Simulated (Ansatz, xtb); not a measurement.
## Two isomers of C6H10F2

We compare X, `C[C@@]1(F)CC[C@@H](F)C1`, a singlet, with Y, `F[C@@H]1CCCC[C@H]1F`, a singlet. Both are isolated molecules in the gas phase, relaxed with B3LYP/def2-SVP; the shapes shown needn't be the lowest conformers.

X (Å):

```xyz
18

C    -2.5478    0.6663   -0.3005
C    -1.0645    0.9442   -0.4584
C    -0.1211   -0.2108   -0.0941
C     1.2020    0.2014   -0.7513
C     0.7534    0.7168   -2.1185
C    -0.6136    1.3802   -1.8728
F    -0.7488    2.0077    0.4152
F     0.5729   -0.3794   -2.9679
H    -2.8643   -0.1596   -0.9554
H    -3.1340    1.5618   -0.5590
H    -2.7764    0.3955    0.7417
H    -0.4908   -1.1437   -0.5493
H    -0.0666   -0.3513    0.9953
H     1.6602    1.0265   -0.1832
H     1.9403   -0.6080   -0.8479
H     1.4859    1.3804   -2.6056
H    -0.5600    2.4782   -1.9036
H    -1.3128    1.0488   -2.6547
```

Y (Å):

```xyz
18

C    -1.4483    0.0209   -1.5687
C    -0.8604   -1.2766   -2.1155
C     0.6123   -1.4481   -1.7240
C     0.7927   -1.3490   -0.2036
C     0.2042   -0.0398    0.3360
C    -1.2579    0.1356   -0.0637
F    -2.8020    0.0705   -1.8659
F    -1.7025    1.3782    0.3624
H    -0.9735    0.8994   -2.0443
H    -1.4580   -2.1132   -1.7119
H    -0.9930   -1.2936   -3.2089
H     1.2198   -0.6666   -2.2158
H     0.9892   -2.4138   -2.0975
H     0.2923   -2.2074    0.2806
H     1.8586   -1.4198    0.0664
H     0.2816    0.0167    1.4334
H     0.7683    0.8210   -0.0650
H    -1.8935   -0.6273    0.4234
```

Task: Estimate which is lower in electronic energy at CCSD(T)/def2-SVP + ΔMP2/def2-TZVPP, and by roughly how much.

Result: Too close to call at this level: CCSD(T)/def2-SVP + ΔMP2/def2-TZVPP gives E(Y) − E(X) = +0.039 eV.

The same difference at several levels:

```json
{"level": "GFN2-xTB", "geometry": "GFN2-xTB", "E(Y) − E(X) (eV)": "+0.087", "departure from the last row (eV)": "+0.047", "job, with rough time for the two": "optimisation, 0.17 s"}
{"level": "HF/STO-3G", "geometry": "GFN2-xTB", "E(Y) − E(X) (eV)": "−0.018", "departure from the last row (eV)": "−0.057", "job, with rough time for the two": "single point, 0.52 s"}
{"level": "r2SCAN-D4/def2-SVP", "geometry": "GFN2-xTB", "E(Y) − E(X) (eV)": "−0.006", "departure from the last row (eV)": "−0.045", "job, with rough time for the two": "single point, 5.1 s"}
{"level": "B3LYP/def2-SVP", "geometry": "B3LYP/def2-SVP", "E(Y) − E(X) (eV)": "−0.019", "departure from the last row (eV)": "−0.059", "job, with rough time for the two": "optimisation, 41 s"}
{"level": "HF/def2-SVP", "geometry": "B3LYP/def2-SVP", "E(Y) − E(X) (eV)": "−0.009", "departure from the last row (eV)": "−0.049", "job, with rough time for the two": "part of the CCSD(T) run"}
{"level": "MP2/def2-SVP", "geometry": "B3LYP/def2-SVP", "E(Y) − E(X) (eV)": "+0.021", "departure from the last row (eV)": "−0.018", "job, with rough time for the two": "part of the CCSD(T) run"}
{"level": "CCSD(T)/def2-SVP", "geometry": "B3LYP/def2-SVP", "E(Y) − E(X) (eV)": "+0.020", "departure from the last row (eV)": "−0.019", "job, with rough time for the two": "single point"}
{"level": "CCSD(T)/def2-SVP + ΔMP2/def2-TZVPP", "geometry": "B3LYP/def2-SVP", "E(Y) − E(X) (eV)": "+0.039", "departure from the last row (eV)": "", "job, with rough time for the two": "single point, 3 min"}
```

As drawn, both hold the same kinds of bond in the same numbers. Structure X has 1 methyl group, Y 0. Structure X has a 5-membered ring, Y a 6-membered ring.

The largest departure from CCSD(T)/def2-SVP + ΔMP2/def2-TZVPP is that of B3LYP/def2-SVP, 0.059 eV. The last row adds to CCSD(T) the change of the MP2 difference between the two basis sets, here +0.019 eV.

With thermal terms from frequencies at re-optimised GFN2-xTB minima (ideal gas, soft modes damped towards free rotors, one conformer each, 298.15 K, 1 atm): on the last row, ΔE + ΔZPE = +0.086, ΔH = +0.071, ΔG = +0.119 eV.

The correlated steps freeze 8 core orbitals. Codes used: Ansatz 0.2.0, xtb 6.7.1; the last row on 4 threads of Arm Neoverse V1 on a shared host.
